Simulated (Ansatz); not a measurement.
A structure relaxed at PBE0-D4/def2-TZVP, charge 0, multiplicity 1:

```xyz
9

N     1.1058    0.2541   -1.3062
Si    0.6747    0.2048    0.3476
Cl    0.4714    2.0974    1.2409
In   -1.6417   -0.8526    0.6798
H     2.0378    0.5223   -1.5834
H     0.4280    0.5268   -1.9999
H     1.8333   -0.3967    1.0538
H    -2.8729   -0.5582   -0.5002
H    -2.0365   -1.7980    2.0676
```

(1) Give its formula and SMILES.

(2) Summarise the bond lengths by kind.

## Answers

(1) ClH5InNSi, `N[SiH](Cl)[InH2]`.

(2) 1 × N–Si 1.710 Å; 2 × H–N 1.007 to 1.009 Å; 1 × Cl–Si 2.103 Å; 1 × In–Si 2.568 Å; 1 × H–Si 1.484 Å; 2 × H–In 1.725 to 1.731 Å.

Program: Ansatz 0.2.0.
